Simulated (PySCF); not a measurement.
Working out the ionisation energy of Os²⁺

Os²⁺ [Xe] 4f14 5d6 (5D) → Os³⁺ [Xe] 4f14 5d5 (6S). Calculation: PySCF 2.14, in aug-cc-pwCVDZ-PP with ECP60MDF (6s6p5d3f, 70 functions); a scalar-relativistic core potential. Frozen: nothing. Energies in hartree (1 hartree = 27.21139 eV):

```
             part  Os²⁺ (lower)  Os³⁺ (upper)
              UHF    -89.239295    -88.325188
MP2 opposite-spin     -0.210335     -0.178952
    MP2 same-spin     -0.107442     -0.098564
```

Question: What does Hartree-Fock give?

Answer: (-88.325188) − (-89.239295) = 0.914107 hartree = 24.874 eV.

Question: What do MP2 and SCS-MP2 (6/5 opposite-spin, 1/3 same-spin) give?

Answer: The opposite-spin parts differ by 0.854 eV and the same-spin parts by 0.242 eV. MP2: 24.874 + (0.854) + (0.242) = 25.970 eV. SCS-MP2: 24.874 + 1.2 × (0.854) + (0.242)/3 = 25.979 eV.

Reference: 25 ± 1.6 eV (theoretical estimate listed by NIST; NIST Atomic Spectra Database, ionization energies), between the lowest levels; spin-orbit coupling is absent from the calculation.

A double-zeta basis recovers only part of the correlation energy.

What remains against the reference includes basis incompleteness and correlation beyond second order.
